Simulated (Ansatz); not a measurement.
Potential energy curve for Al2, triplet.

UKS-PBE = unrestricted PBE/aug-cc-pVDZ (Ansatz, an electronic-structure program); UKS-PBE0 = unrestricted PBE0/aug-cc-pVDZ in Ansatz; FCI = full CI/aug-cc-pVDZ, frozen core in Ansatz.

Energies relative to the lowest point of each curve near equilibrium, in mEh; the last columns give the error against full CI:

| R / Å | UKS-PBE | UKS-PBE0 | FCI | UKS-PBE − FCI | UKS-PBE0 − FCI |
|---|---|---|---|---|---|
| 2.63 | 0.5 | 1.0 | 1.4 | -1.0 | -0.5 |
| 2.73 | 0.0 | 0.0 | 0.0 | 0.0 | 0.0 |
| 2.81 | 0.0 | 0.3 | 0.0 | 0.0 | 0.3 |
| 2.87 | 0.5 | 0.9 | 0.5 | 0.0 | 0.4 |
| 3.07 | 3.9 | 5.1 | 4.2 | -0.3 | 1.0 |
| 3.15 | 5.8 | 7.3 | 6.2 | -0.4 | 1.2 |
| 3.36 | 11.4 | 13.9 | 12.0 | -0.6 | 1.9 |
| 3.65 | 19.6 | 23.4 | 20.1 | -0.5 | 3.3 |
| 4.17 | 32.7 | 38.8 | 31.4 | 1.3 | 7.4 |
| 4.51 | 39.6 | 45.9 | 36.3 | 3.3 | 9.6 |
| 4.90 | 46.0 | 50.2 | 40.0 | 6.0 | 10.2 |
| 5.43 | 52.5 | 53.1 | 42.9 | 9.5 | 10.1 |
| 6.04 | 56.7 | 54.5 | 44.5 | 12.1 | 10.0 |
| 6.74 | 58.2 | 55.1 | 45.3 | 12.9 | 9.8 |
| 7.45 | 58.7 | 55.3 | — | — | — |
| 8.36 | 58.9 | 55.5 | — | — | — |

UKS-PBE is furthest from FCI at 6.74 (12.9 mEh, above); its mean absolute error over the points is 3.4 mEh.

UKS-PBE0 is furthest from FCI at 4.90 (10.2 mEh, above); its mean absolute error over the points is 4.7 mEh.

Dashes: no converged value, or the column stops at the first point that the program doubted or that broke a chosen test of continuity, which isn't proof of a fault.

The scan ran from 2.15 to 8.36 Å; beyond the distances shown full CI changes its symmetry label.
